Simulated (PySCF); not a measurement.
A calculated (LDA, PySCF 2.14, ANO-RCC-VTZP, scalar relativity by spin-free X2C-1e) atom or ion has these occupied shells.

```
shell  electrons  orbital energy (eV)  rms radius, mean of both spins (bohr)
 1s α          1             -40150.0                                 0.0281
 1s β          1             -40150.0                                 0.0281
 2s α          1              -6451.3                                  0.114
 2s β          1              -6451.3                                  0.114
 2p α          3              -5791.5                                  0.102
 2p β          3              -5791.5                                  0.102
 3s α          1              -1408.3                                  0.298
 3s β          1              -1408.0                                  0.298
 3p α          3              -1197.5                                  0.298
 3p β          3              -1197.3                                  0.298
 3d α          5              -893.57                                  0.275
 3d β          5              -893.36                                  0.275
 4s α          1              -303.87                                  0.678
 4s β          1              -303.16                                  0.678
 4p α          3              -234.76                                  0.720
 4p β          3              -234.04                                  0.720
 4d α          5              -134.41                                  0.802
 4d β          5              -133.68                                  0.802
 5s α          1              -64.040                                   1.59
 5s β          1              -63.599                                   1.59
 5p α          3              -46.280                                   1.82
 5p β          3              -45.929                                   1.82
 4f α          1              -28.986                                   1.20
```

(1) Name the element and its charge.

## Answers

(1) Ce³⁺ (cerium, charge +3), in [Xe] 4f1, 2F determinant.
